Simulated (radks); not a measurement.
Q: Ionisation of the nickel ion Ni2+, [Ar] 3d8, to [Ar] 3d7 as the strength of local exchange is varied. All-electron calculation, non-relativistic Kohn-Sham, Slater X-alpha exchange (alpha = 2/3 is LDA exchange), no correlation, spin-polarised, spherical densities, point nucleus; open shells are filled with parallel spins first. Program: a radial shooting solver on a logarithmic mesh with Libxc functionals.

alpha  E(Ni2+) (hartree)  exchange (hartree)  IE (eV)  -e of the level emptied (eV)  <r> of it (bohr)
0.55         -1492.26621           -47.05607   32.266                   23.902 (3d)             1.011
0.584        -1495.17809           -50.06661   32.957                   24.517 (3d)             1.003
0.667        -1502.31132           -57.46508   34.695                   26.070 (3d)            0.9832
0.718        -1506.71184           -62.04564   35.798                   27.063 (3d)            0.9716
0.811        -1514.77039           -70.46578   37.877                   28.946 (3d)            0.9513
x            -1516.24822           -72.01431   38.267                   29.301 (3d)            0.9477

Which alpha was used in the last row?

A: alpha = 0.828. NIST Atomic Spectra Database: 35.19 eV (measured). The Delta-SCF value meets it near alpha = 0.69. Open shells are spherical and high-spin; term and fine-structure splittings are not resolved.
